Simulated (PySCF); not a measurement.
A GIAO shielding run with PySCF (density fitting, non-relativistic, gas phase) on `CCC[SiH3]`, C₃H₁₀Si:

```
$ OMP_NUM_THREADS=1 python probes_run.py task.json out

{"job": {"kind": "nmr", "xc": "KT2", "basis": "pcSseg-2", "pop": false}, "charge": 0, "multiplicity": 1}
C     -1.867384     0.061543    -0.147532
C     -0.423927     0.227494     0.304577
C      0.561011    -0.625426    -0.494192
Si     2.357567    -0.465131     0.055518
H     -2.198284    -0.984283    -0.043205
H     -1.987009     0.339826    -1.207051
H     -2.552821     0.689019     0.443033
H     -0.136150     1.290890     0.228664
H     -0.344940    -0.024480     1.376810
H      0.506921    -0.368271    -1.567145
H      0.280511    -1.692340    -0.429363
H      2.830577     0.947466    -0.093825
H      2.500713    -0.852642     1.494420
H      3.243837    -1.349076    -0.763454
```

Hardware: 1 thread of an Arm Neoverse V1, shared host.

Task: How large is the calculation?

Result: 42 electrons, 291 basis functions and 776 auxiliary functions.

Task: How long does it take, and how much memory does it need?

Result: 51 s of wall time, with 14 SCF cycles; peak memory 0.89 GiB. Times on a shared host scatter by some tens of per cent.

Task: And these other runs on the same molecule and hardware: GIAO shielding at B3LYP/pcSseg-2; GIAO shielding at B97-D/pcSseg-2; GIAO shielding at BLYP/pcSseg-2; GIAO shielding at BP86/pcSseg-2; GIAO shielding at HF/pcSseg-2; GIAO shielding at KT3/pcSseg-2?

Result: B3LYP/pcSseg-2: 291 functions, 34 s; B97-D/pcSseg-2: 291 functions, 47 s; BLYP/pcSseg-2: 291 functions, 56 s; BP86/pcSseg-2: 291 functions, 55 s; HF/pcSseg-2: 291 functions, 38 s; KT3/pcSseg-2: 291 functions, 54 s.
